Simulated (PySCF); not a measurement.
Several species in one continuum solvent.

Computed with PySCF at CAM-B3LYP/def2-SVPD, non-relativistic, each on one gas-phase PBE0-D3(BJ)/def2-SVP geometry that isn't relaxed in the solvent. The solvent is an IEF-PCM continuum (cavity from Bondi-type radii × 1.2). Only the electrostatic response of the medium enters.

Problem. Order them by E(solvent) − E(gas) in dichloromethane (ε = 8.93), most negative first (kcal/mol).
A. `CC1=C[Si@@H](C)C=C[SiH2]1`
B. silanethione, `[SiH2]=S`
C. `[OH:1][CH2:2][CH2:3][CH2:4][CH2:5][CH2:6][OH:7]` with H–O1–C2–C3 59°, O1–C2–C3–C4 54°, C2–C3–C4–C5 64°, C3–C4–C5–C6 172°, C4–C5–C6–O7 -59°

Solution. C (-7.4), B (-3.5), A (-1.6).

```
                   SMILES  charge  ΔE (kcal/mol)  polarisation term (kcal/mol)  HOMO shift (eV)  dipole gas (D)  dipole solvent (D)  atoms  lowest singlet, gas (eV)  lowest singlet, solvent (eV)
                  OCCCCCO       0           -7.4                          -8.4            +0.05            2.07                2.67     19                      7.00                          7.26
                 [SiH2]=S       0           -3.5                          -4.5            -0.10            2.95                4.11      4                      3.02                          3.31
CC1=C[Si@@H](C)C=C[SiH2]1       0           -1.6                          -1.8            +0.06            0.56                0.73     20                      5.73                          5.67
```

The polarisation term is half the interaction of the solute with the induced surface charges. Singlets are vertical TDDFT energies (frozen core, non-equilibrium response), the lowest in each medium.
